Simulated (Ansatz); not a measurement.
Ansatz (a program for electronic structure) input (r2SCAN/def2-TZVP):

Ansatz 0.2 input:
```yaml
crystal:
  periodic: [false, false, false]
  atoms:
    - {symbol: Y, position_ang: [-0.00000000, -0.00000000, -1.60697486]}
    - {symbol: I, position_ang: [0.00000000, 0.00000000, 1.18249094]}
basis:
  gaussian:
    orbitals: def2-TZVP
hamiltonian:
  xc: {name: r2SCAN}
relax: {f_tol: 0.003, max_steps: 100}
```

End of the output:

```
integrals: 0.03 GiB planned
703 factors; their error is unknown
mean field: 0.22 GiB planned
mean field evaluation 1: about -9146.9549 eV, gradient 1.3e1 eV
mean field evaluation 2: about -9146.3606 eV, gradient 2.0e1 eV
mean field evaluation 4: about -9147.4787 eV, gradient 2.0e0 eV
mean field evaluation 8: about -9147.4847 eV, gradient 9.1e-3 eV
mean field evaluation 16: about -9143.9812 eV, gradient 1.7e1 eV
mean field evaluation 32: about -9145.2123 eV, gradient 2.3e0 eV
mean field -9147.48471447 eV, -336.1638628688 hartree, gradient 3.7e-6 eV, S^2 0.000000; 4 other end points of the search recorded, 0 dependent functions left out
the calculation of the forces begins
reference -9147.48472453 eV, -336.1638632388 hartree; 18, 18 occupied and 72, 72 virtual orbitals, 703 factors
relax step   1: F+E_penalty+E_count = -9147.48471447 eV  Δ(F+E_penalty+E_count) = +0.000e0 eV  max|allowed force component| = 1.890e-1 eV/Å  Δτ_max = 0.0000 Å  (125 SCF iters, accepted)
these checks for a lower state are left out or cut short: starts, cluster_reference, orbital_swaps, neighbouring_geometries, increment
integrals: 0.03 GiB planned
703 factors; their error is unknown
mean field: 0.22 GiB planned
mean field -9147.48669473 eV, -336.1639356421 hartree, gradient 8.8e-6 eV, S^2 0.000000; 0 other end points of the search recorded, 0 dependent functions left out
the calculation of the forces begins
reference -9147.48670479 eV, -336.1639360119 hartree; 18, 18 occupied and 72, 72 virtual orbitals, 703 factors
relax step   2: F+E_penalty+E_count = -9147.48669473 eV  Δ(F+E_penalty+E_count) = -1.980e-3 eV  max|allowed force component| = 4.971e-2 eV/Å  Δτ_max = 0.0138 Å  (34 SCF iters, accepted)
these checks for a lower state are left out or cut short: starts, cluster_reference, orbital_swaps, neighbouring_geometries, increment
integrals: 0.03 GiB planned
703 factors; their error is unknown
mean field: 0.22 GiB planned
mean field -9147.48683166 eV, -336.1639406742 hartree, gradient 6.8e-6 eV, S^2 0.000000; 0 other end points of the search recorded, 0 dependent functions left out
the calculation of the forces begins
reference -9147.48684172 eV, -336.1639410441 hartree; 18, 18 occupied and 72, 72 virtual orbitals, 703 factors
relax step   3: F+E_penalty+E_count = -9147.48683166 eV  Δ(F+E_penalty+E_count) = -1.369e-4 eV  max|allowed force component| = 1.967e-3 eV/Å  Δτ_max = 0.0029 Å  (34 SCF iters, accepted)
integrals: 0.03 GiB planned
703 factors; their error is unknown
mean field: 0.22 GiB planned
mean field evaluation 64: about -9147.4868 eV, gradient 7.8e-3 eV
mean field -9147.48683166 eV, -336.1639406742 hartree, gradient 7.6e-6 eV, S^2 0.000000; 5 other end points of the search recorded, 0 dependent functions left out
the calculation of the forces begins
reference -9147.48684172 eV, -336.1639410441 hartree; 18, 18 occupied and 72, 72 virtual orbitals, 703 factors
Total energy: -9147.48684172 eV, -336.1639410441 hartree
Atom 0 at    -0.000000    -0.000000    -1.596029 Å, force     0.000000    -0.000000     0.001967 eV/Å
Atom 1 at     0.000000     0.000000     1.171545 Å, force    -0.000000     0.000000    -0.001967 eV/Å
Dipole moment:     0.000000     0.000000    -0.527998 e Å
```
